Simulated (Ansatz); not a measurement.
Cartesian coordinates in Å:
```
B 0.4065 -1.6043 1.0487
O -0.2835 -1.0301 0.0441
C -0.2658 0.2815 -0.3462
C -0.9166 0.6080 -1.4617
N 0.3655 1.1513 0.5173
H 0.2150 -2.7719 1.2092
H 1.1812 -0.9942 1.7316
H -0.9178 1.6254 -1.8259
H -1.4703 -0.1464 -1.9988
H 1.2121 0.8013 0.9388
H 0.4738 2.0796 0.1428
```

The species carries charge 0 and has multiplicity 1.

(1) List the r2SCAN/def2-TZVPP orbital energies in eV (Ansatz 0.2.0). (Estimate.)

## Answers

(1) Computed: Occupied: -517.05, -385.86, -275.69, -272.41, -181.06, -28.42, -24.10, -19.47, -16.08, -14.35, -13.65, -11.72, -11.23, -11.03, -10.16, -9.77, -8.13, -7.68, -5.39. Lowest empty: -1.48, 0.66, 0.95, 1.95, 2.54, 3.02, 3.15, 3.55.
